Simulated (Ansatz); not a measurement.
`C[N](C)[Ga]([Br])[Br]` → `[Br][GaH][Br]` + `C=NC` at 700 K and 1 bar (β-hydride elimination).

Isolated molecules relaxed with PBE0-D4/def2-TZVP in Ansatz; ΔE leaves out vibrations. CCSD(T)/CBS is the MP2 limit (def2-TZVPP, def2-QZVPP) plus CCSD(T) − MP2 in def2-TZVPP, frozen cores. For Br, Ga outer-core shells are correlated without core-valence functions, which leaves a few kJ/mol of doubt a bond. Scalar relativity is left out up to krypton. Each species was taken in one conformer, which may not be the lowest.

```csv
species,CCSD(T)/CBS energy (Eh),H − E (kJ/mol),S (J/(mol·K))
`C[N](C)[Ga]([Br])[Br]`,-7205.12527,313.4,553.9
`[Br][GaH][Br]`,-7071.28437,66.5,383.5
`C=NC`,-133.77870,225.1,327.9
```

H − E and S are ideal-gas, rigid-rotor, harmonic terms from PBE0-D4/def2-TZVP, for one conformer and one mirror image of each species. 1 Eh = 2625.50 kJ/mol, R = 8.31446 J/(mol·K).

**Question.** By hand: ΔE, ΔH, ΔS and ΔG.

**Answer.** ΔE = (-7071.28437) + (-133.77870) − (-7205.12527) = 0.06220 Eh = 163.3 kJ/mol. Δ(H − E) = 66.5 + 225.1 − 313.4 = -21.8, so ΔH = 141.5 kJ/mol. ΔS = 383.5 + 327.9 − 553.9 = 157.5 J/(mol·K). ΔG = 141.5 − 700 × (157.5)/1000 = 31.2 kJ/mol.

**Question.** By hand: the equilibrium constant, and the temperature at which ΔG would vanish if ΔH and ΔS stayed fixed.

**Answer.** log₁₀ K = −ΔG/(RT ln 10) = -2.3. ΔG = 0 at ΔH/ΔS = 898 K.

The number of gas molecules changes by +1, which sets the sign of ΔS. A doubt of 5 kJ/mol in ΔE shifts log₁₀ K by 0.4 here. Other conformers and mirror images would add mixing entropy, several J/(mol·K) or more a flexible species. These are equilibria of isolated gas molecules and say nothing of rates. Largest T1 diagnostic: 0.011 (customary marks: 0.02 for closed shells, 0.045 for open ones).
